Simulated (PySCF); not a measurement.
BeCl2, SMILES [Cl][Be][Cl].

The structure is a stationary point at B3LYP-D3(BJ)/def2-TZVP. The isomer is the one that the SMILES or the coordinates give; other isomers of the formula were not compared.

Two levels are set side by side: PBE/def2-TZVPD (PySCF) and B3LYP/def2-TZVPD (PySCF). Same geometry, gas phase. Differences are taken from unrounded values.

```
quantity                     B3LYP    PBE  PBE minus B3LYP
---------------------------  -----  -----  ---------------
orbital gap (eV)              8.42   6.95            -1.48
highest occupied level (eV)  -9.31  -8.21             1.10
lowest empty level (eV)      -0.88  -1.27            -0.38
mean polarisability (bohr³)   42.4   43.8              1.4
```

Without exact exchange PBE keeps part of each electron's self-repulsion, which lifts occupied levels and narrows the gap. Loosely held outer electrons make PBE densities more polarisable. Differences between two approximate levels are no errors against the true value.

Rough cost on one machine, each run with all the roots and properties that it gave: B3LYP against PBE within a factor of 2.
